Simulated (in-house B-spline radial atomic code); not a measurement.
## Ni+: [Ne] 3s2 3p5 3d9 4s1 (an excited or competing configuration)

Computed with an all-electron radial atomic-structure program (B-spline basis): Dirac-Hartree-Fock, average of configuration, Fermi nucleus of rms radius 3.7757 fm.

Effective charges: Z_r = [3n² - l(l+1)]/(2<r>) from the radius, Z_e = n√(-2ε) from the energy, and Slater's rules. Values are occupation-weighted means over j.

```csv
shell,electrons,ε (eV),<r> (bohr),Z_r,Z_e,Slater
1s,2,-8421.8,0.05405,27.75,24.88,27.70
2s,2,-1062.9,0.2434,24.65,17.68,23.85
2p,6,-912.29,0.2151,23.25,16.38,23.85
3s,2,-144.61,0.7396,18.25,9.78,17.10
3p,5,-100.93,0.7781,16.07,8.17,17.10
3d,9,-27.795,0.9564,10.98,4.29,8.20
4s,1,-16.113,2.657,9.03,4.35,4.40
```

The least bound orbital is 4s1/2 at -16.11 eV, and it is also the most diffuse (<r> = 2.657 bohr).

Spin-orbit splittings of the orbital energies (j = l + 1/2 above j = l - 1/2 when positive): 2p 17.77 eV, 3p 2.346 eV, 3d 0.2827 eV.

For the 1s electron the small component carries 1.02 % of the norm, the zero-frequency Breit interaction raises the level by 10.55 eV, self-energy by 5.315 eV, and vacuum polarisation lowers it by 0.4728 eV.

The density falls to 0.001 bohr⁻³ at 3.777 bohr; Σ<r²> = 24.072 bohr² gives, by the non-relativistic formula and without the paramagnetism of open shells, a Langevin diamagnetic susceptibility of -19.06×10⁻⁶ cm³/mol.
